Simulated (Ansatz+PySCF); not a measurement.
Values are calculated unless marked as measured or tabulated.
Input for Ansatz (development build ahead of 0.2.0):

```yaml
crystal:
  periodic: [false, false, false]
  atoms:
    - { symbol: Fe, position_ang: [0.0, 0.0, 0.0] }
    - { symbol: F, position_ang: [0.0, 0.0, 1.8252] }
    - { symbol: F, position_ang: [0.0, 0.0, -1.8252] }
basis:
  gaussian: { orbitals: def2-SVP }
magnetization:
  spin_polarized: true
  initial_magnetization: 4
hamiltonian:
  xc: pbe0
scf:
  omitted_lower_state_checks: [starts, atomic_configurations, cluster_reference, orbital_swaps, given_window_search, neighbouring_geometries, increment]
output:
  forces: true
```

The input is written out in the form of the current development build from the run's settings.

The run gave:

* Converged: yes
* Total energy: -1462.72696 hartree
* Spin squared of the determinant: 6.009
* Stability test: minimum

Forces (eV/Å):
```json
{"atom": "Fe1", "Fx": "0.000", "Fy": "0.000", "Fz": "0.000"}
{"atom": "F2", "Fx": "0.000", "Fy": "0.000", "Fz": "-1.719"}
{"atom": "F3", "Fx": "0.000", "Fy": "0.000", "Fz": "1.719"}
```
